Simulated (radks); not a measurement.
Question: Charge is removed step by step from the 3p3/2 level of the niobium ion Nb+, starting from [Ne] 3s2 3p(1/2: 2, 3/2: 4) 3d10 4s2 4p6 4d4. Code: a radial shooting solver on a logarithmic mesh with Libxc functionals. Model: Dirac Kohn-Sham, BLYP, spin-unpolarised, spherical densities, point nucleus; open shells fill j = l - 1/2 first. At the starting occupation the eigenvalue is -347.80 eV. Estimate the energy to remove one whole electron from this level, the eigenvalue at the end, and how far E(n) bends from a straight line.

Answer: Delta-SCF 362.68 eV; final eigenvalue -378.08 eV; the deviation from the straight line is -3.788 eV at 0.5 electron removed, the largest on the grid computed. Slater's transition state (half an electron removed) gives 362.55 eV. Integrating minus the eigenvalue over the occupation (Janak's theorem) gives 362.68 eV. The mean slope of the eigenvalue, de/dn, is 30.3 eV per electron.
